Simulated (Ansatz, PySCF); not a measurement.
Gas-phase reaction in SMILES: FC(F)CC(F)(F)F [1,1,1,3,3-pentafluoropropane] + 7 [H][H] (H2) -> 3 C (CH4) + 5 F (HF)
Geometries: B3LYP-D3(BJ)/def2-TZVP minima from Ansatz (a program for electronic structure), one conformer each, not searched for the lowest. Frequencies are from Ansatz or PySCF.

Wanted: energy of full hydrogenation (enthalpy at 298 K, with B3LYP-D3(BJ) rigid-rotor harmonic-oscillator terms), in kcal/mol. Valence correlation only, unless marked. Spin-orbit coupling is left out. No relativistic terms. CBS marks a two-point X^-3 extrapolation of the correlation energy; Hartree-Fock from the larger set.

```csv
level,program,energy of full hydrogenation (kcal/mol)
PBE-D4/def2-TZVPD,Ansatz + dftd4,?
PBE0/def2-SVP,Ansatz,-67.2
BHLYP/def2-TZVPD,Ansatz,-99.5
CAM-B3LYP-D4/def2-TZVPD,Ansatz + dftd4,?
B2GP-PLYP-D3(BJ)/def2-TZVPD,Ansatz + dftd3,-94.7
B2PLYP/def2-TZVPD,Ansatz,-96.0
CCSD/aug-cc-pVTZ,Ansatz,?
"CCSD(T)/CBS(cc-pVTZ,cc-pVQZ)",Ansatz,?
```

Q: Some entries are withheld; supply them.

A: 
- PBE-D4/def2-TZVPD, energy of full hydrogenation (kcal/mol): -89.0
- CAM-B3LYP-D4/def2-TZVPD, energy of full hydrogenation (kcal/mol): -90.5
- CCSD/aug-cc-pVTZ, energy of full hydrogenation (kcal/mol): -102.7
- CCSD(T)/CBS(cc-pVTZ,cc-pVQZ), energy of full hydrogenation (kcal/mol): -99.3
